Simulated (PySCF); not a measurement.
Protonation sites of 2-fluoropyridine

Molecule: 2-fluoropyridine, `Fc1ccccn1` (C5H4FN). Optimised structure (Å), atoms numbered from 1:
```
F     2.5100   -1.0941    0.0047
C     1.2627   -0.6457   -0.0012
C     1.0548    0.7343    0.0160
C    -0.2640    1.1698    0.0095
C    -1.2927    0.2255   -0.0132
C    -0.9447   -1.1217   -0.0286
N     0.3180   -1.5498   -0.0223
H     1.9038    1.4186    0.0337
H    -0.4879    2.2390    0.0225
H    -2.3412    0.5273   -0.0191
H    -1.7185   -1.8968   -0.0470
```

Level of theory: ωB97X-D3(BJ)/def2-TZVP single points in PySCF, grid level 2; every species was optimised with PBE0-D3(BJ)/def2-SVP. Zero-point and thermal terms (298.15 K, 1 bar) come from unscaled PBE0-D3(BJ)/def2-SVP harmonic frequencies, with soft modes damped to free rotors in the entropy.

```tsv
site	product	PA / kcal/mol	GB / kcal/mol
N7 (pyridine-type nitrogen)	Fc1cccc[nH+]1	214.7	207.1
```

PA is −ΔH and GB is −ΔG of B + H⁺ → BH⁺ in the gas phase. Sites whose products fell apart, merged with another or lost in a GFN2-xTB screen aren't listed.

In benzonitrile the product from N7 is solvated 52.7 kcal/mol more strongly than the parent (electrostatics only).

Measured values (NIST Chemistry WebBook, evaluated or the median of agreeing entries): proton affinity (−ΔH) 885 kJ/mol (computed 898, difference 14); gas-phase basicity (−ΔG) 853 kJ/mol (computed 866, difference 14).

Run with `OMP_NUM_THREADS=1 python redox_run.py task.json out` on 1 thread of Intel Xeon Platinum 8488C, a shared host. Structures, frequencies and single points: 10 min of wall time.

Differences come from unrounded values, so a last digit can differ from that of the printed terms.
